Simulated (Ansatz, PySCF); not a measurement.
This triplet is an excited state, 1.81 eV above the relaxed singlet at the level composite: frozen-core CCSD(T) with HF/cc-pVQZ and the correlation energy extrapolated as X^-3 from cc-pVTZ and cc-pVQZ, plus CCSDT(Q) minus CCSD(T) in cc-pVDZ // PBE0-D3(BJ)/def2-TZVP (Ansatz, a program for electronic structure).

```xyz
5

N     -0.6318     0.0638    -0.0551
Si     0.9429    -0.2797     0.5412
H     -1.2484    -0.6728    -0.3605
H     -1.1466     0.8711     0.2600
H      2.0838     0.0176    -0.3855
```

Charge 0, multiplicity 3.

Task: Give the Mulliken and meta-Löwdin atomic charges from PBE0-D3(BJ)/def2-TZVP in PySCF.

Result: 
```json
[
 {"atom": "N1", "Mulliken (e)": "-0.57", "meta-Löwdin (e)": "-0.67"},
 {"atom": "Si2", "Mulliken (e)": "0.04", "meta-Löwdin (e)": "0.23"},
 {"atom": "H3", "Mulliken (e)": "0.25", "meta-Löwdin (e)": "0.25"},
 {"atom": "H4", "Mulliken (e)": "0.25", "meta-Löwdin (e)": "0.25"},
 {"atom": "H5", "Mulliken (e)": "0.02", "meta-Löwdin (e)": "-0.06"}
]
```
